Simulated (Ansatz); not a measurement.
Al12 (relaxed from a model of Al12 flat piece, whose bonding it doesn't keep). The state is a singlet with charge 0. Geometry PBE-D4/def2-SVP; atoms count from 1.

Cartesian coordinates in Å:
```
Al -1.7287 1.7116 -2.1536
Al -0.8448 -0.8254 -1.4786
Al -1.6222 1.2826 0.3419
Al -1.3072 1.2760 2.9147
Al -0.0735 0.6679 -3.6914
Al 0.7969 1.3331 -0.9935
Al -1.0153 -1.2132 1.0427
Al -0.1091 -0.8665 3.6468
Al 1.9962 -0.5178 -2.7527
Al 1.5003 -1.4173 -0.3688
Al 0.9967 0.6314 1.4123
Al 1.4108 -2.0624 2.0801
```

The restricted singlet is unstable towards broken spin symmetry in Hartree–Fock (as tested in another run); at PBE0-D4/def2-TZVP this wasn't settled.

**Question.** Estimate the Mulliken populations from the PBE0/def2-TZVP orbitals of Ansatz.

**Answer.** 
```tsv
atom	charge (e)
Al1	0.06
Al2	-0.01
Al3	-0.15
Al4	0.08
Al5	0.03
Al6	-0.01
Al7	-0.01
Al8	0.03
Al9	0.08
Al10	-0.15
Al11	-0.01
Al12	0.06
```
Mulliken values depend strongly on the basis.

**Question.** And the Mayer bond orders between heavy atoms (over 0.3)?

**Answer.** Al1–Al2 0.41 (2.77 Å); Al1–Al3 0.74 (2.53 Å); Al1–Al5 0.82 (2.49 Å); Al1–Al6 0.38 (2.81 Å); Al2–Al3 0.31 (2.89 Å); Al2–Al5 0.45 (2.78 Å); Al2–Al7 0.73 (2.56 Å); Al2–Al10 0.46 (2.66 Å); Al3–Al4 0.63 (2.59 Å); Al3–Al6 0.37 (2.76 Å); Al3–Al7 0.46 (2.66 Å); Al3–Al11 0.31 (2.90 Å); Al4–Al8 0.72 (2.56 Å); Al4–Al11 0.37 (2.82 Å); Al5–Al6 0.35 (2.91 Å); Al5–Al9 0.71 (2.56 Å); Al6–Al9 0.37 (2.82 Å); Al6–Al10 0.31 (2.91 Å); Al6–Al11 0.77 (2.51 Å); Al7–Al8 0.45 (2.78 Å); Al7–Al10 0.31 (2.89 Å); Al7–Al12 0.41 (2.77 Å); Al8–Al11 0.35 (2.91 Å); Al8–Al12 0.82 (2.49 Å); Al9–Al10 0.63 (2.60 Å); Al10–Al11 0.37 (2.76 Å); Al10–Al12 0.74 (2.53 Å); Al11–Al12 0.38 (2.81 Å).
